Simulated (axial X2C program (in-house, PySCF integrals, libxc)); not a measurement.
# Curves of BiB⁺ by EOM-EA-CCSD

Computed with an in-house all-electron X2C program for linear molecules (integrals from PySCF): two-component X2C with atomic mean-field Coulomb and Gaunt terms, Gaussian nuclei, basis Bi dyall-acv3z, B dyall-av3z with contracted cores.

Energies in eV from the lowest point of the lowest state; states are followed by energy order within each Ω. Reference: BiB²⁺, 16 electrons correlated in 88 virtual spinors with an MP2 remainder; levels at this size can be off by some tenths of an eV. Masses 208.980 and 11.009 u.

| R (Å) | (1)Ω=1/2 | (1)Ω=3/2 | (2)Ω=1/2 | (2)Ω=3/2 |
| --- | --- | --- | --- | --- |
| 2.238 | 0.2147 | 0.2669 | 2.1429 | 2.9897 |
| 2.336 | 0.0905 | 0.2516 | 1.8945 | 2.7076 |
| 2.433 | 0.0251 | 0.2862 | 1.7178 | 2.4974 |
| 2.542 | 0.0000 | 0.3613 | 1.5748 | 2.3216 |
| 2.652 | 0.0102 | 0.4565 | 1.4689 | 2.1910 |
| 2.798 | 0.0583 | 0.5924 | 1.3622 | 2.0665 |

Q: Fit the curves (1)Ω=1/2, (1)Ω=3/2 near their minima.

A: At EOM-EA-CCSD from BiB²⁺ (the fit fixes ωe to about one per cent; ωe of higher roots by this method can be off by ten per cent):

| state | Te (cm⁻¹) | Re (Å) | ωe (cm⁻¹) |
| --- | --- | --- | --- |
| (1)Ω=1/2 | 0 | 2.559 | 265.8 |
| (1)Ω=3/2 | 2020 | 2.311 | 389.2 |

No minimum in range: (2)Ω=1/2, (2)Ω=3/2; the order of states may turn beyond it. T1 of the reference reaches 0.017 (Lee–Taylor). Curves followed by order can swap character. Number of frozen shells: Bi 5 s, 4 p, 2 d, 1 f; B 1 s. Roots with under 60 % one-particle weight at any point are counted in the labels but not shown, and the list ends where the roots sought for some Ω run out; states that need a further excitation are missing and may lie low or lowest. Curves with a minimum but no constants failed the fit check.
